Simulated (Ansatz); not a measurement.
Total energies of Al13As14H34⁺, a nanocrystal cut from zinc blende AlAs (hydrogen-capped) from Ansatz at LDA (SPW92)/def2-TZVP, gas phase (1 Eh = 27.2114 eV = 2625.5 kJ/mol). The reference geometry is relaxed at PBE-D4/def2-SVP.

Cartesian coordinates in Å:
```
Al 2.708 -4.258 0.295
Al -1.759 -4.243 -0.385
Al 4.443 -1.407 -1.116
Al 2.652 2.317 -2.759
Al -3.789 -1.062 -2.422
Al -1.244 2.444 -3.458
Al 0.302 -1.090 -1.727
Al -0.554 -1.714 2.354
Al 1.861 1.237 1.144
Al -2.038 1.342 0.389
Al -4.684 -1.546 1.729
Al 0.222 4.599 0.095
Al -0.718 2.830 4.534
As 2.290 -2.537 -1.531
As -1.719 -2.405 -2.153
As 1.258 -3.456 2.217
As -2.563 -2.898 1.588
As 0.680 0.867 -3.214
As 4.533 0.673 -2.544
As 3.870 -0.257 1.062
As 2.186 3.078 -0.441
As -3.167 0.897 -3.887
As -4.007 -0.013 -0.188
As -1.518 3.218 -1.114
As -0.053 -0.120 0.496
As 1.485 2.087 3.447
As -2.370 2.208 2.706
H 4.181 -3.752 0.733
H 2.344 -5.747 -0.133
H -2.783 -5.377 -0.837
H -0.193 -4.521 -0.094
H 5.826 -2.185 -1.164
H 2.926 3.461 -3.831
H -5.050 -1.831 -3.013
H -1.038 3.561 -4.573
H -0.483 -0.868 3.717
H -5.945 -2.411 1.272
H -4.615 -0.635 3.050
H 0.412 6.052 -0.526
H -0.048 4.283 1.657
H -0.638 4.420 4.590
H -0.934 1.797 5.729
H 2.491 -3.217 -2.881
H -1.477 -3.077 -3.502
H 0.610 -4.705 2.798
H 2.200 -3.179 3.389
H -2.699 -3.960 2.680
H 0.921 0.328 -4.623
H 4.890 0.212 -3.951
H 5.822 1.434 -2.251
H 5.072 0.519 1.585
H 3.785 -1.299 2.169
H 3.453 3.783 0.039
H -3.032 0.433 -5.334
H -4.413 1.756 -4.071
H -5.083 1.058 -0.370
H -2.801 4.047 -1.122
H 2.152 1.042 4.335
H 2.533 3.182 3.610
H -3.381 1.216 3.280
H -3.315 3.390 2.525
```

| state | geometry | energy (Eh) |
| --- | --- | --- |
| charge 1 singlet | reference | -34415.16684 |
| charge 2 doublet | reference | -34414.80156 |
| charge 0 doublet | reference | -34415.30833 |

Single mean-field runs in def2-TZVP are fitted with def2-universal-jkfit.

Problem. Work out the vertical ionisation energy to the doublet.

Solution. E(charge 2 doublet) − E(charge 1 singlet) = -34414.80156 − (-34415.16684) = 0.36528 Eh = 9.94 eV. For comparison, −ε of the highest occupied level is 8.55 eV at this level, 1.39 eV less.

Problem. Work out the vertical electron affinity, to the doublet.

Solution. E(charge 1 singlet) − E(charge 0 doublet) = -34415.16684 − (-34415.30833) = 0.14149 Eh = 3.85 eV.

Problem. Give the fundamental gap IE − EA, the Mulliken electronegativity (IE + EA)/2 and the hardness (IE − EA)/2.

Solution. From the values in Eh: IE − EA = 0.36528 − 0.14149 = 0.22379 Eh = 6.09 eV; (IE + EA)/2 = 6.89 eV; (IE − EA)/2 = 3.04 eV. The HOMO–LUMO gap of the same run is 3.41 eV, 2.68 eV smaller than the fundamental gap.

At LDA (SPW92)/def2-TZVP the gap within one spin of the charge 2 doublet nearly closes, so an electron or hole may be smeared out by delocalisation error. At LDA (SPW92)/def2-TZVP the gap within one spin of the charge 0 doublet nearly closes, so an electron or hole may be smeared out by delocalisation error.
